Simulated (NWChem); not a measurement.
System: CH₂NO, doublet; SMILES C(=O)[NH]

Input file for NWChem:

```
start job
memory heap 200 mb stack 900 mb global 1100 mb
geometry units angstroms noautosym nocenter noautoz
  N      0.186231    -1.136432    -0.026404
  C     -0.447246     0.035605     0.028772
  O      0.236876     1.087632    -0.014444
  H      1.175457    -1.071256     0.277846
  H     -1.561132     0.051025    -0.038100
end
basis spherical
  * library 3-21g
end
dft
  odft
  mult 2
  xc m06-2x
  iterations 150
end
cosmo
  do_cosmo_smd true
  solvent water
end
task dft energy
```

All runs use the structure optimised with PBE-D3(BJ)/def2-SVP, spin-unrestricted. No stability test was run on the SCF state. Solvent: water.

Solvent water, SMD (1 M gas to 1 M solution), gas-phase geometry. Reactions with the solvent are ignored.

Problem. Give the results of this calculation. (M06-2X/3-21G, spin-unrestricted, SMD on the gas-phase geometry.) Quantities: basis functions; solvation free energy (kcal/mol); cavity-dispersion-structure term (kcal/mol); dipole in solution (D).

Solution. 
```json
{
 "number_of_basis_functions": "31",
 "solvation free energy (kcal/mol)": "-5.5",
 "cavity-dispersion-structure term (kcal/mol)": "2.3",
 "dipole in solution (D)": "1.64"
}
```
